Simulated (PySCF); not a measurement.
Hf(OH)3 (H3HfO3), SMILES [OH][Hf]([OH])[OH] (connectivity only; charge and spin as stated), neutral, multiplicity 2. Atoms are numbered in the order given.

```xyz
7

Hf     0.0000     0.0000     0.0000
O      1.9365     0.0000     0.0000
H      2.9009     0.0000     0.0000
O     -0.9682    -1.6770     0.0000
H     -1.4504    -2.5122     0.0000
O     -0.9682     1.6770     0.0000
H     -1.4504     2.5122     0.0000
```
Charge 0, spin multiplicity 2.

The structure is a stationary point at PBE-D3(BJ)/def2-SVP. The multiplicity is an assumed one; other spin states were not compared. The isomer is the one that the SMILES or the coordinates give; other isomers of the formula were not compared. The def2 effective core potentials stand for the cores of Hf; spin–orbit coupling is left out. Other conformers were not sampled.

Method: PySCF with PBE-D3(BJ)/def2-SVP.

Frequencies are harmonic and unscaled.

Modes within 1.5 cm⁻¹ of each other (mostly degenerate sets) share a row, with their intensities summed.

```json
[
 {"mode": "1", "ν (cm⁻¹)": "81", "IR (km/mol)": "26.8", "moving atoms (share of kinetic energy)": "O 56 %, H 23 %, Hf 20 %"},
 {"mode": "2", "ν (cm⁻¹)": "101", "IR (km/mol)": "0.0", "moving atoms (share of kinetic energy)": "H 88 %, O 12 %"},
 {"mode": "3–4", "ν (cm⁻¹)": "146", "IR (km/mol)": "0.3", "moving atoms (share of kinetic energy)": "O 81 %, H 10 %, Hf 9 %"},
 {"mode": "5–6", "ν (cm⁻¹)": "261", "IR (km/mol)": "483.9", "moving atoms (share of kinetic energy)": "H 89 %, O 11 %"},
 {"mode": "7–8", "ν (cm⁻¹)": "375", "IR (km/mol)": "0.1", "moving atoms (share of kinetic energy)": "H 88 %, O 12 %"},
 {"mode": "9", "ν (cm⁻¹)": "379", "IR (km/mol)": "261.0", "moving atoms (share of kinetic energy)": "H 75 %, O 23 %"},
 {"mode": "10–11", "ν (cm⁻¹)": "676", "IR (km/mol)": "260.5", "moving atoms (share of kinetic energy)": "O 81 %, Hf 14 %"},
 {"mode": "12", "ν (cm⁻¹)": "691", "IR (km/mol)": "0.0", "moving atoms (share of kinetic energy)": "O 94 %"},
 {"mode": "13–14", "ν (cm⁻¹)": "3891", "IR (km/mol)": "615.7", "moving atoms (share of kinetic energy)": "H 94 %"},
 {"mode": "15", "ν (cm⁻¹)": "3893", "IR (km/mol)": "0.0", "moving atoms (share of kinetic energy)": "H 94 %"}
]
```
